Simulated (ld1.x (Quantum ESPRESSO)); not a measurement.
indium PAW: all-electron and pseudo phase curves

```json
{
  "Element": "In (Z = 49)",
  "Generator": "ld1.x (Quantum ESPRESSO) 7.5",
  "Type": "PAW",
  "Functional": "Wu–Cohen",
  "Relativity": "scalar-relativistic",
  "Frozen core": "[Kr]",
  "Valence charge": "13",
  "Reference configuration": "4d10 5s2 5p1",
  "Partial waves": "5s (bound): rcut 1.75, rcutus 2.30 bohr; 5s channel at 0.05 Ry: rcut 1.75, rcutus 2.30 bohr; 5p (bound): rcut 1.65, rcutus 2.15 bohr; 5p channel at 4.35 Ry: rcut 1.65, rcutus 2.15 bohr; 4d (bound): rcut 1.65, rcutus 1.80 bohr; 4d channel at 2.6 Ry: rcut 1.65, rcutus 1.80 bohr",
  "Local potential": "all-electron potential smoothed inside 2.30 bohr (lloc = -2)",
  "Core correction": "a·sin(br)/r model core, default radius (ld1.x builds one for every PAW set, though the input has nlcc=.false.)",
  "Augmentation charge": "PSQ, radius 1.60 bohr"
}
```

The phase is arctan(r·u′/u) with u = r·R(r), unwrapped; energies in Ry, scanned from -3 to 5 Ry. A pole is an energy at which the radial function vanishes at the test radius. The pseudo phase is shifted by a multiple of π to meet the all-electron one at the reference energy, and phase errors are pseudo minus all-electron; the curves can meet again beyond the range given. Levels narrower than the energy grid can be missing from the lists of poles.

```
channel  radius (bohr)  reference energy (Ry)  poles, all-electron  poles, pseudo  unbroken range about the reference energy with phases within 0.05 rad  phase error 1 Ry above the reference energy (rad)
      s           2.50                  -0.61                 1.39           1.39                                                              below 4.1                                             -0.000
      p           2.50                  -0.18                 2.74           2.73                                                        the whole range                                             -0.002
      d           2.50                  -1.36                -1.22          -1.22                                                        the whole range                                             +0.001
```

Phases in the d channel:

```json
{"E (Ry)": "-3.00", "all-electron": "1.327", "pseudo": "1.328"}
{"E (Ry)": "-2.76", "all-electron": "1.312", "pseudo": "1.313"}
{"E (Ry)": "-2.52", "all-electron": "1.294", "pseudo": "1.294"}
{"E (Ry)": "-2.28", "all-electron": "1.267", "pseudo": "1.268"}
{"E (Ry)": "-2.04", "all-electron": "1.224", "pseudo": "1.225"}
{"E (Ry)": "-1.80", "all-electron": "1.131", "pseudo": "1.133"}
{"E (Ry)": "-1.56", "all-electron": "0.696", "pseudo": "0.698"}
{"E (Ry)": "-1.32", "all-electron": "-1.394", "pseudo": "-1.394"}
{"E (Ry)": "-1.08", "all-electron": "-1.671", "pseudo": "-1.670"}
{"E (Ry)": "-0.84", "all-electron": "-1.754", "pseudo": "-1.753"}
{"E (Ry)": "-0.60", "all-electron": "-1.803", "pseudo": "-1.802"}
{"E (Ry)": "-0.36", "all-electron": "-1.843", "pseudo": "-1.842"}
{"E (Ry)": "-0.12", "all-electron": "-1.882", "pseudo": "-1.881"}
{"E (Ry)": "0.12", "all-electron": "-1.925", "pseudo": "-1.923"}
{"E (Ry)": "0.36", "all-electron": "-1.975", "pseudo": "-1.973"}
{"E (Ry)": "0.60", "all-electron": "-2.039", "pseudo": "-2.036"}
{"E (Ry)": "0.84", "all-electron": "-2.124", "pseudo": "-2.121"}
{"E (Ry)": "1.08", "all-electron": "-2.246", "pseudo": "-2.243"}
{"E (Ry)": "1.32", "all-electron": "-2.430", "pseudo": "-2.426"}
{"E (Ry)": "1.56", "all-electron": "-2.719", "pseudo": "-2.714"}
{"E (Ry)": "1.80", "all-electron": "-3.135", "pseudo": "-3.131"}
{"E (Ry)": "2.04", "all-electron": "-3.589", "pseudo": "-3.587"}
{"E (Ry)": "2.28", "all-electron": "-3.936", "pseudo": "-3.936"}
{"E (Ry)": "2.52", "all-electron": "-4.161", "pseudo": "-4.161"}
{"E (Ry)": "2.76", "all-electron": "-4.306", "pseudo": "-4.306"}
{"E (Ry)": "3.00", "all-electron": "-4.404", "pseudo": "-4.404"}
{"E (Ry)": "3.24", "all-electron": "-4.474", "pseudo": "-4.473"}
{"E (Ry)": "3.48", "all-electron": "-4.527", "pseudo": "-4.526"}
{"E (Ry)": "3.72", "all-electron": "-4.568", "pseudo": "-4.567"}
{"E (Ry)": "3.96", "all-electron": "-4.601", "pseudo": "-4.600"}
{"E (Ry)": "4.20", "all-electron": "-4.629", "pseudo": "-4.628"}
{"E (Ry)": "4.44", "all-electron": "-4.653", "pseudo": "-4.651"}
{"E (Ry)": "4.68", "all-electron": "-4.674", "pseudo": "-4.672"}
{"E (Ry)": "4.92", "all-electron": "-4.693", "pseudo": "-4.690"}
```
